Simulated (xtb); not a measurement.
Se(F)(NMe2) (C2H6FNSe), SMILES CN(C)[Se]F. All values are semi-empirical tight-binding results from xtb (GFN2-xTB unless named), good for trends rather than for accurate numbers. Geometry: GFN2-xTB. The structure was generated by enumeration, and PubChem lists no compound with its InChIKey, so it may never have been made. The values are those of a single conformer.

Computed properties:
| Item | Result |
|---|---|
| point group as xtb finds it | Cs |
| orbital gap | 2.91 eV |
| zero-point energy | 51.0 kcal/mol |
| G − E(el) at 298.15 K (modified RRHO) | 30.8 kcal/mol |
| static polarisability (D4 model) | 65.0 bohr³ |
| solvation energy, GFN2-xTB/ALPB(water) | -4.6 kcal/mol |
| solvation energy, GFN2-xTB/ALPB(acetone) | -6.1 kcal/mol |
